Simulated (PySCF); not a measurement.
## [WO(OH)3]+ at several levels of theory

Computed with PySCF 2.14.0 (density fitting, no spin-orbit coupling) at the geometry relaxed with B3LYP:

```xyz
8
[WO(OH)3]+ (singlet)
W    -0.1529   -0.1147   -0.1726
O     0.8818    0.7555    0.8248
O    -1.3055   -1.0648    0.8813
H    -1.5773   -1.2853    1.7896
O     0.8489   -1.2434   -1.2045
H     1.7434   -1.5531   -1.4321
O    -1.0728    1.0636   -1.2240
H    -1.2289    1.9936   -1.4643
```

```tsv
level	basis	state	HOMO (eV)	gap (eV)	charge on W1 (e)	dipole about the centre of mass (D)	largest force component (eV/Å)
B3LYP	W def2-SVP with ECP60, O def2-SVP, H def2-SVP	singlet	-15.37	7.62	1.43	0.61	0.02
BP86	the same	singlet	-14.08	5.70	1.28	0.61	0.53
wB97X	the same	singlet	-18.15	12.80	1.49	0.57	0.80
PBE0	the same	singlet	-15.72	8.13	1.48	0.59	0.51
TPSSh	the same	singlet	-14.75	6.80	1.46	0.62	0.13
B3LYP	W x2c-SVPall, O x2c-SVPall, H x2c-SVPall	singlet	-15.46	7.38	1.39	0.57	0.76
```

Charges are Mulliken's, which hang on the basis. The relaxation used the grid (50, 194), these runs (75, 302) or, all-electron (x2c bases, spin-free X2C Hamiltonian), (99, 590).

(1) What does B3LYP with W def2-TZVP with ECP60, O def2-TZVP, H def2-TZVP give here?

Answers

(1) state singlet, HOMO (eV) -15.45, gap (eV) 7.69, charge on W1 (e) 1.80, dipole about the centre of mass (D) 0.69, largest force component (eV/Å) 0.25. Time: 14 s on 2 threads of Arm Neoverse V1 (shared host), from free ions and atoms.
